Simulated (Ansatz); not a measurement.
Calculated with Ansatz (gas phase, PBE0-D4/def2-TZVP geometries, no zero-point term in ΔE). CBS: MP2 limit from def2 TZ/QZ plus the TZ coupled-cluster correction, frozen cores. This one scheme is used for every species. DFT in def2-TZVPP. B3LYP here is the variant with VWN-RPA as its local correlation; programs differ in this. Elements past krypton have def2 core potentials. For Nb outer-core shells are correlated without core-valence functions, which leaves a few kJ/mol of doubt a bond. Each species was taken in one conformer, which may not be the lowest.

`[NH2][Nb](=[O])([OH])[Cl]` + H–F → `[O]=[Nb]([OH])([F])[Cl]` + NH₃  (ligand exchange at the Nb–N bond)

`[NH2][Nb](=[O])([OH])[Cl]`:

Cartesian coordinates in Å:
```
N 0.450 -0.047 -1.349
Nb -0.349 -0.368 0.405
O -0.092 -2.008 0.713
O 0.493 0.636 1.775
Cl -2.609 0.141 0.312
H 0.467 0.844 -1.826
H 0.904 -0.755 -1.908
H 0.736 1.556 1.878
```

H–F:

Z-matrix (Å, degrees):
```
F
H 1 0.920
```

`[O]=[Nb]([OH])([F])[Cl]`:

```xyz
6

O     1.290   -1.183   -0.302
Nb   -0.156   -0.385    0.029
O     0.120    1.442   -0.284
F    -1.466   -1.049   -1.117
Cl   -0.697   -0.740    2.231
H     0.909    1.915   -0.557
```

NH₃:

Cartesian coordinates in Å:
```
N 0.224 0.135 0.106
H 0.438 -0.316 -0.775
H -0.112 -0.585 0.734
H -0.550 0.766 -0.064
```

CCSD(T)/CBS gives -75.9 kJ/mol.

**Question.** Another level gave -88.4 kJ/mol. Which?
A. CCSD/def2-TZVPP
B. BLYP/def2-TZVPP
C. B3LYP/def2-TZVPP
D. r2SCAN0/def2-TZVPP

**Answer.** D. r2SCAN0 -88.4, B3LYP -93.3, BLYP -97.9, CCSD/def2-TZVPP -80.4 kJ/mol.

Largest T1 diagnostic among the species: 0.022, so the coupled-cluster value is less sure than usual.

The D4 term adds +6.3 kJ/mol with B3LYP and +3.5 kJ/mol with PBE0; it sums over pairs of atoms, weighted by their polarisabilities, and B3LYP, whose exchange is more repulsive, gets the larger term. From r2SCAN to r2SCAN0 (25 % exact exchange), in def2-TZVPP and without D4, ΔE moves by +6.0 kJ/mol.
